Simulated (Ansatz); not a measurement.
A structure relaxed at PBE0-D4/def2-SVP in Ansatz, charge 0, singlet:

```xyz
5

Cr   -0.201   -0.772    0.307
Cr    0.201    0.772   -0.307
S    -0.986    0.882    1.567
S    -1.007   -0.428   -1.735
S     1.993   -0.454    0.168
```

Give its formula and point group.

Cr2S3 (the lowest singlet isomer of a short search). Point group D3h (tolerance 0.1 Å).

Summarise the bond lengths by kind (pairs closer than 1.2 times the sum of covalent radii, bridged metal pairs left out).

6 × Cr–S 2.22 Å.

The restricted singlet is unstable towards broken spin symmetry in Hartree–Fock (as tested in another run); at PBE0-D4/def2-SVP this wasn't settled. The structure comes from a short search, and lower isomers may exist.
